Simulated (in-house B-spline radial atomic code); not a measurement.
Tl³⁺. Computed with a B-spline radial atomic code. Model: all-electron spherical atom, spin shells full or empty, radial basis limit, no spin-orbit coupling, Breit or QED, empty-state partial waves extrapolated as (l+1/2)^-4, RPA, G0W0 and static COHSEX of the highest shell as one setting changes (uncorrelated shells keep exact exchange).

Without the two-electron picture change, core correlation of heavy ions comes too large.

Given: element Tl; charge 3; filled core Xe; hamiltonian one-electron scalar X2C; mean-field start PBE; highest l of empty states 9; nuclear rms radius 5.4759 fm; highest mean-field shell 5d.

Shell: 4f 7 7, 5d 5 5 (electrons up and down).

```tsv
lowest nl shells left uncorrelated	RPA correlation energy (hartree)	G0W0 level (eV)	G0W0 minus most complete (meV)	COHSEX level (eV)	linearised minus solved G0W0 (meV)
0	-7.0749	-51.834	0	-55.69	-186.7
1	-6.8314	-51.834	0	-55.69	-186.7
2	-6.616	-51.833	0.7	-55.69	-186.6
3	-5.9938	-51.832	1.9	-55.694	-186.5
4	-5.7924	-51.831	2.8	-55.692	-186.4
5	?	?	?	?	?
6	-4.1386	-51.818	15.9	-55.665	-184.9
7	?	?	?	?	?
8	-3.3717	-51.829	4.9	-55.668	-186
9	-2.3997	-51.907	-72.9	-55.807	-193.9
10	-2.1955	-51.935	-101	-55.838	-196.9
11	-0.90436	-51.726	107.6	-55.319	-175.3
12	-0.51462	-51.991	-157.1	-55.621	-221.3
```

What follows for lowest nl shells left uncorrelated = 7?

RPA correlation energy -3.9465 hartree; G0W0 level -51.82 eV; G0W0 minus most complete 14 meV; COHSEX level -55.665 eV; linearised minus solved G0W0 -185.1 meV.

What follows for lowest nl shells left uncorrelated = 5?

RPA correlation energy -5.1702 hartree; G0W0 level -51.828 eV; G0W0 minus most complete 6 meV; COHSEX level -55.691 eV; linearised minus solved G0W0 -186 meV.
